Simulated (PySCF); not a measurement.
H6OSi3, SMILES `[SiH2]1[SiH2][SiH2]O1`, neutral singlet in the gas phase. 

Cartesian coordinates (Å):
```xyz
10

O     -0.2569    -1.4712    -0.3110
Si    -1.4191    -0.2643    -0.2574
Si     0.2324     1.3308     0.2818
Si     1.2352    -0.7895     0.0340
H     -2.1000    -0.1360    -1.5725
H     -2.4439    -0.5720     0.7745
H      0.2016     1.9300     1.6416
H      0.5494     2.3711    -0.7312
H      2.1728    -0.9814    -1.1034
H      1.8287    -1.4174     1.2436
```
Charge 0, multiplicity 1.

All levels are single points at this geometry (r2SCAN-D4/def2-TZVP); Pople sets use spherical d functions. Orbital energies aren't observables, and empty levels follow the basis.

B3LYP/3-21G in PySCF gives gap (eV) = 6.98.

Estimate the gap (eV) from each of these levels: r2SCAN-D4/def2-TZVP in PySCF; B3LYP/6-31G* in PySCF; B3LYP/LANL2DZ in PySCF; BP86/6-31G* in PySCF; M06-2X/6-31G* in PySCF.


```json
[
 {"level": "r2SCAN-D4/def2-TZVP in PySCF", "gap (eV)": "5.19"},
 {"level": "B3LYP/6-31G* in PySCF", "gap (eV)": "6.42"},
 {"level": "B3LYP/LANL2DZ in PySCF", "gap (eV)": "7.00"},
 {"level": "BP86/6-31G* in PySCF", "gap (eV)": "5.00"},
 {"level": "M06-2X/6-31G* in PySCF", "gap (eV)": "8.48"}
]
```
